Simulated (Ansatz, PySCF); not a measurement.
2,3-dihydrothiophene (C4H6S), SMILES C1=CSCC1. Atoms are numbered in the order given.

```xyz
11

C      1.0217    -0.9227     0.5533
C      1.2508     0.1340    -0.2354
S     -0.1893     0.9812    -0.7849
C     -1.2015     0.0531     0.4313
C     -0.4360    -1.2307     0.7596
H      1.8189    -1.5579     0.9454
H      2.2272     0.4857    -0.5744
H     -1.3104     0.6871     1.3254
H     -2.1983    -0.1282     0.0075
H     -0.7356    -2.0522     0.0803
H     -0.6642    -1.5692     1.7828
```
Charge 0, spin multiplicity 1.

Geometry optimised at PBE0-D3(BJ)/def2-SVP. Other conformers were not sampled.

Two levels are set side by side: PBE-D3(BJ)/def2-SVP (Ansatz, an electronic-structure program) and PBE0-D3(BJ)/def2-SVP (Ansatz). Each level has its own optimised geometry; the coordinates shown are those of the second. Frequencies come from the Hessian of PySCF at each geometry. Differences are taken from unrounded values.

```csv
quantity,PBE0-D3(BJ)
mean bond length (Å),1.324
bond C1–C2 (Å),1.338
bond C1–C5 (Å),1.504
bond C2–S3 (Å),1.759
bond S3–C4 (Å),1.834
bond C4–C5 (Å),1.530
bond C1–H6 (Å),1.092
bond C2–H7 (Å),1.092
bond C4–H8 (Å),1.102
bond C4–H9 (Å),1.098
bond C5–H10 (Å),1.107
bond C5–H11 (Å),1.102
highest harmonic wavenumber (cm⁻¹),3252
mean harmonic wavenumber (cm⁻¹),1463
zero-point energy (kcal/mol),56.47
```

Question: What does PBE-D3(BJ) give, and how far is it from PBE0-D3(BJ)? (Estimate from the structure and the level; the computed values follow.)

Answer: 
| quantity | PBE-D3(BJ) | PBE-D3(BJ) minus PBE0-D3(BJ) |
|---|---|---|
| mean bond length (Å) | 1.333 | 0.010 |
| bond C1–C2 (Å) | 1.351 | 0.012 |
| bond C1–C5 (Å) | 1.512 | 0.008 |
| bond C2–S3 (Å) | 1.768 | 0.010 |
| bond S3–C4 (Å) | 1.854 | 0.020 |
| bond C4–C5 (Å) | 1.539 | 0.009 |
| bond C1–H6 (Å) | 1.100 | 0.008 |
| bond C2–H7 (Å) | 1.100 | 0.008 |
| bond C4–H8 (Å) | 1.110 | 0.008 |
| bond C4–H9 (Å) | 1.106 | 0.008 |
| bond C5–H10 (Å) | 1.116 | 0.009 |
| bond C5–H11 (Å) | 1.110 | 0.008 |
| highest harmonic wavenumber (cm⁻¹) | 3160 | -92 |
| mean harmonic wavenumber (cm⁻¹) | 1412 | -51 |
| zero-point energy (kcal/mol) | 54.49 | -1.98 |

GGA bonds tend to be longer and softer than those of functionals with exact exchange. Differences between two approximate levels are no errors against the true value.
